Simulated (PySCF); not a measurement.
**Tc: excitation energy**

Tc [Kr] 4d5 5s2 (6S) → Tc [Kr] 4d7 (4F), as a difference of total energies. Calculation: PySCF 2.14, in x2c-QZVPPall (13s8p7d4f2g, 118 functions); scalar relativity by spin-free X2C-1e. Correlated levels: valence: [Kr] frozen; valence and next inner shell: [Ar] 3d10 frozen. The calculations carry no spin-orbit coupling.

```csv
method,excitation energy (eV)
UHF,3.598
LDA,1.739
PBE,1.582
PBE0,1.842
r2SCAN,1.972
MP2 (valence),2.278
SCS-MP2 (valence),1.757
MP2 (valence and next inner shell),2.385
SCS-MP2 (valence and next inner shell),2.162
```

**Question.** How much does correlation contribute at MP2 (valence and next inner shell)?

**Answer.** 2.385 − (3.598) = -1.213 eV, measured against UHF.

A first-order spin-orbit estimate (lowest level to lowest level, LS coupling) adds -0.140 eV.
